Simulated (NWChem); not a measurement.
VF$_{5}$; SMILES [F][V]([F])([F])([F])[F]

Results from NWChem. The geometry was optimised at PBE-D3(BJ)/def2-SVP. Hybrids' shares of exact exchange are those that their runs print; pure functionals count as 0. The functionals differ in more than this share.

```csv
row,share of exact exchange,highest occupied level (eV)
PBE/def2-SVP,0.00,-9.87
BP86/def2-SVP,0.00,-10.02
B3LYP/def2-SVP,0.20,-11.75
B97-2/def2-SVP,0.21,-11.87
PBE0/def2-SVP,0.25,withheld
PW6B95/def2-SVP,0.28,-12.38
```

Task: Fit a straight line of the last column on the one before it, predict the withheld value, and compare with the run.

Result: 
1. Means of the 5 shown rows: x = 0.138, y = -11.178. Slope Σ(x − x̄)(y − ȳ)/Σ(x − x̄)² = -0.5963/0.06728 = -8.863; intercept -9.955.
2. The shown rows scatter about the line by 0.060 (root mean square); the largest residual is +0.09, at PBE/def2-SVP.
3. At x = 0.25 (PBE0/def2-SVP; inside the shown range) the line gives -12.17.
4. The run gives -12.17, 0.00 from the line, 0.0 times the scatter.
